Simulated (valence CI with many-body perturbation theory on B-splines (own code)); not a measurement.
# Valence orbitals of P I

Computed by valence CI with perturbative core correlation (CI+MBPT): five valence electrons over a frozen Dirac-Fock core [Ne], a basis of 9 s, 9 p, 8 d, 6 f, 3 g, 1 h functions for each j, with the one-electron correlation potential Σ1, the two-electron term Σ2, the three-electron term Σ3, Breit, model QED; selected CI, second order for the rest, scaled by the run's own slope (own B-spline code, finite nucleus).

Against 25 measured levels this calculation errs by 56 cm⁻¹ on average and by 186 at most. These come from a selection out of the NIST Handbook of Basic Atomic Spectroscopic Data. Levels without a partner in it may be off by more. Among the levels kept, up to 2600 cm⁻¹ of a level comes from second order outside the variational space, and about a tenth of that is noise between levels of different J, which matters for small intervals.

These are the spectroscopic orbitals of the CI (the correlating ones are not listed), shaped by the core and the other valence electrons. h is the expectation value of the core's Dirac-Fock operator, without the valence repulsion; Σ1 is computed up to l = 3 at one energy for each symmetry, that of its lowest orbital but kept below the first core excitation, so for empty shells it is not the orbital's own correlation shift; Breit and QED include the response of the core.

| Orbital | h (hartree) | Σ1 (cm⁻¹) | Breit (cm⁻¹) | QED (cm⁻¹) | ⟨r⟩ (bohr) |
| --- | --- | --- | --- | --- | --- |
| 3s1/2 | -2.3006 | -2709 | 39.1 | 26.5 | 1.927 |
| 4s1/2 | -0.84843 | -252 | 4.2 | 2.8 | 6.275 |
| 5s1/2 | -0.40572 | -63.9 | 1.1 | 0.7 | 14.08 |
| 6s1/2 | -0.23957 | -26.3 | 0.5 | 0.3 | 24.79 |
| 3p1/2 | -1.836 | -1776 | 39.2 | -2.4 | 2.369 |
| 4p1/2 | -0.62929 | -132 | 3.2 | -0.2 | 8.543 |
| 5p1/2 | -0.32738 | -44.1 | 1.1 | -0.1 | 17.73 |
| 6p1/2 | -0.20224 | -20.4 | 0.5 | 0.0 | 29.84 |
| 3p3/2 | -1.8315 | -1756 | 20.8 | -1.4 | 2.377 |
| 4p3/2 | -0.62838 | -131 | 1.7 | -0.1 | 8.557 |
| 5p3/2 | -0.32702 | -43.9 | 0.6 | 0.0 | 17.75 |
| 6p3/2 | -0.20206 | -20.3 | 0.3 | 0.0 | 29.87 |
| 3d3/2 | -0.65691 | -70.3 | 0.1 | 0.0 | 8.319 |
| 4d3/2 | -0.35875 | -38.1 | 0.0 | 0.0 | 17.86 |
| 5d3/2 | -0.22046 | -20.4 | 0.0 | 0.0 | 30.48 |
| 3d5/2 | -0.65708 | -70.3 | 0.0 | 0.0 | 8.317 |
| 4d5/2 | -0.35875 | -38.1 | 0.0 | 0.0 | 17.86 |
| 5d5/2 | -0.22045 | -20.4 | 0.0 | 0.0 | 30.48 |
| 4f5/2 | -0.28198 | -0.4 | 0.0 | 0.0 | 17.96 |
| 5f5/2 | -0.18092 | -0.3 | 0.0 | 0.0 | 31.35 |
| 4f7/2 | -0.28199 | -0.4 | 0.0 | 0.0 | 17.96 |
| 5f7/2 | -0.18092 | -0.3 | 0.0 | 0.0 | 31.35 |
| 5g7/2 | -0.18009 |  | 0.0 | 0.0 | 27.48 |
| 5g9/2 | -0.18009 |  | 0.0 | 0.0 | 27.48 |

Among the shells of the start configuration 3s2 3p3, Σ1 is largest in size for 3s1/2, where it is 0.54 % of h.

Lowest root of each symmetry, sizes in configuration state functions:

```tsv
J	Parity	Roots	Reference	Variational	Second order	Change by selected CI (cm⁻¹)	Change by second order (cm⁻¹)
1/2	even	9	27	39898	2331101	-26289	-716
3/2	even	15	38	39956	4898072	-25496	-1494
5/2	even	11	37	39820	4907910	-25591	-1433
7/2	even	4	23	39816	8819345	-25671	-1317
9/2	even	2	14	41151	8223093	-25739	-1324
1/2	odd	10	23	39986	3247065	-28990	-1057
3/2	odd	14	37	39947	3911540	-22710	-1126
5/2	odd	10	32	39952	5647805	-25649	-1838
7/2	odd	4	22	40417	7642574	-25600	-1322
9/2	odd	1	10	41440	6520791	-26307	-766
11/2	odd	1	4	48069	5326842	-26617	-499
```
